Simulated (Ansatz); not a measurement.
C₃H₇ClGeO, SMILES `CC(C)[O][Ge][Cl]` at its PBE0-D4/def2-TZVP geometry, where that method's forces vanish. The species carries charge 0 and has multiplicity 1.

```xyz
13

C     0.6373   -1.3265    0.3540
C    -0.0480   -0.1524   -0.3131
C     0.9329    0.9019   -0.7814
O    -0.9418    0.4427    0.6222
Ge   -2.6840    0.4963    0.2840
Cl   -3.2600    1.5150    2.1316
H     1.1836   -0.9870    1.2371
H    -0.0937   -2.0730    0.6712
H     1.3424   -1.8027   -0.3313
H    -0.6116   -0.5225   -1.1862
H     0.4107    1.7294   -1.2659
H     1.6449    0.4781   -1.4936
H     1.4873    1.3007    0.0713
```

(1) What forces (eV/Å) does B3LYP-D4/def2-TZVPP give on these atoms in Ansatz 0.2.0? (Estimate.)

## Answers

(1) Computed: 
```
C1   0.095 -0.183  0.097
C2   0.039 -0.129 -0.243
C3   0.140  0.161 -0.078
O4   0.081  0.084  0.184
Ge5 -0.261 -0.110 -0.282
Cl6 -0.106  0.157  0.281
H7  -0.024 -0.030 -0.042
H8   0.042  0.030 -0.012
H9  -0.029  0.011  0.039
H10  0.040  0.023  0.056
H11  0.033 -0.035  0.021
H12 -0.027  0.031  0.029
H13 -0.022 -0.011 -0.051
```

B3LYP here is the variant with VWN-RPA as its local correlation; programs differ in this.
